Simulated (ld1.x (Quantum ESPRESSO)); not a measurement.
## What one change does to a pseudopotential (Br, ultrasoft)

```
Element                 : bromine (Br)
Generator               : ld1.x (Quantum ESPRESSO) 7.5
Type                    : ultrasoft
Functional              : PBEsol
Relativity              : scalar-relativistic
Frozen core             : [Ar] 3d10
Valence charge          : 7
Reference configuration : 4s2 4p5
Partial waves           : 4s (bound): rcut 1.15, rcutus 1.60 bohr; 4s channel at -1.15 Ry: rcut 1.15, rcutus 1.60 bohr; 4p (bound): rcut 1.45, rcutus 1.60 bohr; 4p channel at -0.05 Ry: rcut 1.45, rcutus 1.60 bohr
Local potential         : all-electron potential smoothed inside 1.20 bohr (lloc = -1)
Core correction         : none
Augmentation charge     : built from norm-conserving waves at rcut, not smoothed further
```

Change: waves 4s (bound): rcut 1.15, rcutus 2.26 bohr; 4s channel at -1.15 Ry: rcut 1.15, rcutus 2.26 bohr.

Cutoffs: the cutoffs (Ry, on a coarse ladder) from which the occupation-weighted sum of valence levels, in a spherical-Bessel basis at the reference potential, stays within 10 and 1 mRy of its value at 400 Ry; they do not see the model core or the augmentation charge, which bear on the density cutoff. Errors are all-electron minus pseudo energies relative to the spin-unpolarised reference configuration.

Task: How do hardness, ghosts and transferability respond?

Result: The potential gets softer (15 Ry and 35 Ry → 12 Ry and 30 Ry); the number of tests with a reliable result goes from 7 to 1 (the test run of the changed file stopped, so its transferability is not established); neither file shows a bound ghost. A larger radius leaves more room for a smooth pseudo-wave, so fewer plane waves are needed.

| quantity | base | changed |
| --- | --- | --- |
| cutoff, loose | 15 Ry | 12 Ry |
| cutoff, tight | 35 Ry | 30 Ry |
| loose cutoff by channel (10 mRy a level) | s 6 Ry, p 10 Ry | s 8 Ry, p 10 Ry |
| bound ghosts | none | none |
| tests with a reliable result | 7 of 7 | 1 of 7 (the test run stopped) |
| error for 4s2 4p4, meV [ΔE 12.55 eV] | -4.0 | +42 |
| lowest overlap eigenvalue by channel | s 0.32, p 0.42 | s 0.20, p 0.42 |

Base: ld1.x printed “convergence not achieved” for 7 of the counted tests; their residual had stalled under 1e-8, short of the target of 1e-14. Changed file: ld1.x printed “convergence not achieved” for 1 of the counted tests; its residual had stalled under 1e-8, short of the target of 1e-14.
